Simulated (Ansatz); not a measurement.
C₄H₁₂Si, charge +1, doublet, geometry from GFN2-xTB (a state made from the parent by changing its charge; the spin is typed, not shown lowest), atoms displaced at random by about 0.03 Å a coordinate; PBE0/STO-3G, gradient in Ansatz (a first-principles code).

Here is a job for Ansatz.
Ansatz 0.2 input:
```yaml
crystal:
  periodic: [false, false, false]
  atoms:
    - {symbol: C, position_ang: [-0.68017935, -1.05378176, -1.44317903]}
    - {symbol: Si, position_ang: [-0.02373302, 0.00611370, 0.01835205]}
    - {symbol: C, position_ang: [0.17342490, 1.69610064, -0.83595811]}
    - {symbol: C, position_ang: [-1.25730152, -0.38457504, 1.48758027]}
    - {symbol: C, position_ang: [1.76364936, -0.16169257, 0.91415251]}
    - {symbol: H, position_ang: [-1.64017789, -0.76778600, -1.85386969]}
    - {symbol: H, position_ang: [-0.74021286, -2.13225720, -1.13957790]}
    - {symbol: H, position_ang: [0.03509974, -1.00067239, -2.29112160]}
    - {symbol: H, position_ang: [0.51835278, 2.47888894, -0.12382635]}
    - {symbol: H, position_ang: [-0.72104477, 2.03682106, -1.37616586]}
    - {symbol: H, position_ang: [0.97719453, 1.70527150, -1.62225361]}
    - {symbol: H, position_ang: [-2.17795358, -0.28655181, 1.09014121]}
    - {symbol: H, position_ang: [-1.20428827, -1.49263533, 1.69288836]}
    - {symbol: H, position_ang: [-1.05906313, 0.15381042, 2.27263234]}
    - {symbol: H, position_ang: [1.67700658, -1.14483359, 1.36424116]}
    - {symbol: H, position_ang: [2.45774186, -0.07562540, 0.15153273]}
    - {symbol: H, position_ang: [1.78205097, 0.49878359, 1.72899576]}
basis:
  gaussian:
    orbitals: STO-3G
hamiltonian:
  xc: pbe0
total_charge: 1
magnetization: {spin_polarized: true, initial_magnetization: 1}
output: {forces: true}
```

Problem. Predict the main parts of the log of this Ansatz run.

Solution. 
```
Functional definition: PBE0
541 factors; integrals over basis functions are off by at most 4.7e-5 eV
mean field evaluation 1: about -12061.9081 eV, gradient 1.5e1 eV
mean field evaluation 2: about -12062.2922 eV, gradient 1.3e1 eV
mean field evaluation 4: about -12063.3372 eV, gradient 6.5e-1 eV
mean field evaluation 8: about -12063.2681 eV, gradient 1.2e-2 eV
mean field evaluation 16: about -12063.2681 eV, gradient 4.1e-5 eV
mean field -12063.26809169 eV, -443.3169255927 hartree, gradient 4.1e-5 eV, S^2 0.754579; 0 other end points of the search recorded, 0 dependent functions left out
the calculation of the forces begins
reference -12063.26811622 eV, -443.3169264944 hartree; 25, 24 occupied and 16, 17 virtual orbitals, 541 factors
Total energy: -12063.26811622 eV, -443.3169264944 hartree
Atom 0 at    -0.680179    -1.053782    -1.443179 Å, force     1.378328    -1.393051     0.167201 eV/Å
Atom 1 at    -0.023733     0.006114     0.018352 Å, force    -0.810740    -0.015765    -0.190509 eV/Å
Atom 2 at     0.173425     1.696101    -0.835958 Å, force     1.831839     1.259796    -0.635169 eV/Å
Atom 3 at    -1.257302    -0.384575     1.487580 Å, force     3.386199    -6.368446    -4.917606 eV/Å
Atom 4 at     1.763649    -0.161693     0.914153 Å, force    -3.935927    -1.691459     0.553420 eV/Å
Atom 5 at    -1.640178    -0.767786    -1.853870 Å, force    -0.667526     0.443225     0.196107 eV/Å
Atom 6 at    -0.740213    -2.132257    -1.139578 Å, force    -0.071323     0.878520     0.022164 eV/Å
Atom 7 at     0.035100    -1.000672    -2.291122 Å, force    -0.062922     0.230466     0.462418 eV/Å
Atom 8 at     0.518353     2.478889    -0.123826 Å, force    -0.466882    -0.521543     0.040031 eV/Å
Atom 9 at    -0.721045     2.036821    -1.376166 Å, force    -0.475887    -0.430623     0.351518 eV/Å
Atom 10 at     0.977195     1.705272    -1.622254 Å, force    -0.595435    -0.513701     0.680449 eV/Å
Atom 11 at    -2.177954    -0.286552     1.090141 Å, force    -4.376034     1.229066    -1.817104 eV/Å
Atom 12 at    -1.204288    -1.492635     1.692888 Å, force     0.400419     1.261920     0.171218 eV/Å
Atom 13 at    -1.059063     0.153810     2.272632 Å, force     1.394941     4.007758     5.814764 eV/Å
Atom 14 at     1.677007    -1.144834     1.364241 Å, force     0.224582    -0.945144    -0.147052 eV/Å
Atom 15 at     2.457742    -0.075625     0.151533 Å, force     2.319717     0.531247    -2.020538 eV/Å
Atom 16 at     1.782051     0.498784     1.728996 Å, force     0.526651     2.037733     1.268688 eV/Å
Dipole moment:     0.127619    -0.037841     0.062966 e Å
```
